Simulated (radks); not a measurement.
All-electron atom: Br- in [Kr].

Calculated with a radial shooting solver on a logarithmic mesh with Libxc functionals: scalar-relativistic Kohn-Sham, LDA (Slater exchange, VWN5 correlation), spin-polarised, spherical densities, point nucleus; hard spherical wall at 3.5 bohr.

Energy parts (eV):
total: -70812.863
kinetic: 72453.264
electron-nucleus: -171749.906
Hartree: 30923.930
exchange-correlation: -2440.151

Orbitals (lengths in bohr, moments of r in powers of bohr; r(90%) holds 90 % of the orbital's charge):
| orbital | occ. | eigenvalue (eV) | r(90%) | <r^4> | <r> |
|---|---|---|---|---|---|
| 1s | 2 | -13271.60 | 0.0765 | 0.00001567 | 0.04280 |
| 2s | 2 | -1706.928 | 0.294 | 0.003120 | 0.1898 |
| 2p | 6 | -1504.144 | 0.270 | 0.002258 | 0.1656 |
| 3s | 2 | -214.0686 | 0.824 | 0.1978 | 0.5531 |
| 3p | 6 | -150.1093 | 0.865 | 0.2405 | 0.5658 |
| 3d | 10 | -44.0335 | 0.985 | 0.4357 | 0.5952 |
| 4s | 2 | -0.9573 | 2.38 | 12.59 | 1.637 |
| 4p | 6 | 11.9442 | 2.57 | 17.52 | 1.811 |
| 4d | 0 | 31.1969 | 2.79 | 26.46 | 2.061 |
| 5s | 0 | 45.0071 | 2.97 | 35.18 | 2.110 |
| 5p | 0 | 56.5801 | 2.99 | 34.13 | 2.049 |

The highest occupied level is 4p at 11.944 eV. The density falls to 0.001 e/bohr^3 at r = 3.28 bohr. Summed over all electrons, <r^2> = 35.35 bohr^2, which gives a Langevin (diamagnetic) susceptibility term of -28 x 10^-6 cm^3/mol.
